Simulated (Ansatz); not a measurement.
A relaxation, step by step

CH3NTe (SMILES C#N.[TeH2]), closed shell, PBE0-D4/def2-TZVP (Ansatz 0.2.0). Settings:

```yaml
hamiltonian: {xc: pbe0, dispersion: d4}
relax: {f_tol: 0.005, max_steps: 200}
```

Start (the SMILES describes the start alone):

| atom | x (Å) | y (Å) | z (Å) |
| --- | --- | --- | --- |
| C1 | -0.0033 | -0.0439 | -2.2927 |
| N2 | 0.3320 | 0.3388 | -1.2434 |
| H3 | -0.3160 | -0.4006 | -3.2712 |
| Te4 | -0.3460 | 0.5706 | 2.7423 |
| H5 | 0.0848 | 0.5226 | 1.1174 |
| H6 | 0.2483 | -0.9876 | 2.9478 |

| step | energy less the last (meV) | largest force component (eV/Å) |
| --- | --- | --- |
| 1 | 48.3 | 2.308 |
| 3 | 1.1 | 0.127 |
| 5 | 0.3 | 0.131 |
| 7 | 0.2 | 0.018 |
| 9 | 0.2 | 0.017 |
| 11 | 0.1 | 0.009 |
| 13 | 0.1 | 0.041 |
| 15 | 0.1 | 0.037 |
| 17 | 0.0 | 0.020 |
| 19 | 0.0 | 0.005 |
| 21 | 0.0 | 0.009 |
| 23 | 0.0 | 0.026 |
| 25 | 0.0 | 0.017 |
| 27 | 0.0 | 0.007 |
| 29 | 0.0 | 0.003 |

Step 5, positions (Å) and forces (eV/Å):

| atom | x | y | z | Fx | Fy | Fz |
| --- | --- | --- | --- | --- | --- | --- |
| C1 | -0.005 | -0.040 | -2.359 | 0.046 | 0.055 | 0.131 |
| N2 | 0.339 | 0.377 | -1.349 | -0.028 | -0.032 | -0.079 |
| H3 | -0.325 | -0.427 | -3.301 | -0.018 | -0.022 | -0.052 |
| Te4 | -0.359 | 0.549 | 2.790 | -0.001 | 0.001 | 0.001 |
| H5 | 0.118 | 0.523 | 1.205 | 0.001 | -0.002 | -0.002 |
| H6 | 0.232 | -0.982 | 3.014 | 0.000 | 0.000 | 0.001 |

Step 15, positions (Å) and forces (eV/Å):

```
atom       x       y       z      Fx      Fy      Fz
  C1  -0.008  -0.026  -2.386   0.005   0.005   0.016
  N2   0.344   0.343  -1.360  -0.012  -0.013  -0.037
  H3  -0.337  -0.370  -3.343   0.007   0.008   0.021
 Te4  -0.398   0.551   2.763   0.014  -0.020  -0.011
  H5   0.140   0.428   1.201  -0.006   0.007   0.008
  H6   0.260  -0.925   3.125  -0.008   0.013   0.004
```

Step 25, positions (Å) and forces (eV/Å):

```
atom       x       y       z      Fx      Fy      Fz
  C1  -0.009  -0.025  -2.401   0.003   0.004   0.011
  N2   0.337   0.304  -1.360  -0.006  -0.005  -0.017
  H3  -0.333  -0.331  -3.373   0.002   0.002   0.006
 Te4  -0.404   0.554   2.763   0.001  -0.002  -0.001
  H5   0.132   0.397   1.204   0.000   0.000   0.000
  H6   0.276  -0.900   3.168  -0.001   0.001   0.000
```

Last step (29):

C1  (-0.012, -0.022, -2.415)
N2  (0.321, 0.283, -1.363)
H3  (-0.322, -0.307, -3.397)
Te4  (-0.404, 0.559, 2.763)
H5  (0.132, 0.367, 1.208)
H6  (0.284, -0.881, 3.204)
(Å)

Hardware: 2 CPU threads of an Intel Xeon 6975P-C, shared host. Wall time about 43 s.
